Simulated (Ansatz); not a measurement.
```xyz
13

C     1.4000    0.0000    0.0000
C     0.7000    1.2124    0.0000
C    -0.7000    1.2124    0.0000
C    -1.4000    0.0000    0.0000
C    -0.7000   -1.2124    0.0000
C     0.7000   -1.2124    0.0000
C     2.8000    0.0000    0.0000
H     3.4000    0.9000    0.0000
H     1.2425    2.1521    0.0000
H    -1.2425    2.1521    0.0000
H    -2.4850    0.0000    0.0000
H    -1.2425   -2.1521    0.0000
H     1.2425   -2.1521    0.0000
```

Basis set: def2-SVP. Charge 0. Computed with Ansatz (development build ahead of 0.2.0); the lowest solution found for each multiplicity.

How do the multiplicities compare at this shape? Give, from the lowest of each method, PBE0 (unrestricted) for 1, 3; PBE0 (restricted) for 1, 3; HF (unrestricted) for 1, 3; HF (restricted) for 1, 3.

```json
{"method": "PBE0, unrestricted", "multiplicity": "1", "E (eV)": "0.324", "<S²>": "0.80"}
{"method": "PBE0, unrestricted", "multiplicity": "3", "E (eV)": "0.000", "<S²>": "2.05"}
{"method": "PBE0, restricted", "multiplicity": "1", "E (eV)": "0.639", "<S²>": "0.00"}
{"method": "PBE0, restricted", "multiplicity": "3", "E (eV)": "0.000", "<S²>": "2.00"}
{"method": "HF, unrestricted", "multiplicity": "1", "E (eV)": "0.865", "<S²>": "1.59"}
{"method": "HF, unrestricted", "multiplicity": "3", "E (eV)": "0.000", "<S²>": "2.63"}
{"method": "HF, restricted", "multiplicity": "1", "E (eV)": "0.947", "<S²>": "0.00"}
{"method": "HF, restricted", "multiplicity": "3", "E (eV)": "0.000", "<S²>": "2.00"}
```

Caution: other spin multiplicities may lie lower. Caution for PBE0, unrestricted, HF, unrestricted: the unrestricted determinant is spin contaminated. Caution for PBE0, restricted, HF, restricted: an unrestricted determinant lies well below. Caution for HF, unrestricted: the unrestricted determinant is a mixture of spin states.
